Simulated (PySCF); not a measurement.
Working out the ionisation energy of Ne²⁺

Ne²⁺ [He] 2s2 2p4 (3P) → Ne³⁺ [He] 2s2 2p3 (4S). Computed with PySCF 2.14 in aug-cc-pVTZ with one added diffuse shell each of s, p, d, f type (6s5p4d3f, 62 functions), with the non-relativistic Hamiltonian (point nucleus). Frozen: 1s2. Energies in hartree (1 hartree = 27.21139 eV):

| part | Ne²⁺ (lower) | Ne³⁺ (upper) |
| --- | --- | --- |
| UHF | -126.366786 | -124.094216 |
| CCSD correlation | -0.159531 | -0.114525 |
| (T) | -0.001554 | -0.000912 |

What does Hartree-Fock give?

(-124.094216) − (-126.366786) = 2.272570 hartree = 61.840 eV.

What do CCSD and CCSD(T) give?

The CCSD correlation energies differ by 0.045006 hartree = 1.225 eV and the triples by 0.000642 hartree = 0.017 eV, so CCSD gives 63.065 eV and CCSD(T) 63.082 eV.

A first-order spin-orbit estimate adds 0.037 eV to CCSD(T) (valence), giving 63.119 eV against 63.423 eV (measured; NIST Atomic Spectra Database, ionization energies).

What remains against the reference includes basis incompleteness, the frozen core and higher excitations.
